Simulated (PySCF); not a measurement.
Molecule: Si(OH)2(OMe)(SeH), SMILES CO[Si](O)([SeH])O (CH₆O₃SeSi). Atoms near the plane z = 0.0 Å, at the CAM-B3LYP/def2-SVP optimised geometry (x, y, z in Å): O2 (0.9, -1.6, -0.5), Si3 (0.5, -0.1, 0.0), O4 (1.0, 1.2, -1.0), Se6 (-1.8, -0.1, 0.0), H10 (1.8, 1.6, -0.7), H12 (-1.8, 1.4, 0.0).

Method: CAM-B3LYP/def2-TZVP (PySCF 2.14.0). Cells within 0.4 Å of a nucleus heavier than hydrogen are left out (blank, or x). The values are rescaled to run from 0 to 1.

```
|222233322222222222333333333|
|223333333222222223333333333|
|233333333322222223333333333|
|233333333332222223344444333|
|333334444332222223445544433|
|333344555433221223566654443|
|333346999643221234688765443|
|333459999954332346899865443|
|333469999975555678999965443|
|333579999997899999999865433|
|334699999999999999997654433|
|234899999999999999996544333|
|2359999x9999999x99996443333|
|235999xxx99999xx99996433333|
|2349999xx99999xx99996332222|
|223699999999999999984322222|
|222499999999999999952222222|
|222358999999999999931111222|
|222234678765569999920011222|
|222223445444337999700011222|
|222222333333223797200011222|
|222222333332211121000111222|
|222222233332221110001112222|
|222222223322222111111122222|
|222222222222222222222222222|
|222222222222222222222222222|
|222222222222222222222222222|
```
Scale: ten equal steps from 0.000 (start of '0') to 1.00 (end of '9'), in the order '0123456789'; x runs from -4.00 to 4.00, y from -4.00 (bottom) to 4.00 (top).

Question: Which quantity is mapped?
(A) electrostatic potential
(B) Laplacian of the electron density
(C) an orbital amplitude
(D) deformation density (molecule minus spherical neutral atoms)

Answer: A, electrostatic potential. In full: electrostatic potential (hartree/e), clipped to [-0.08, 0.12].
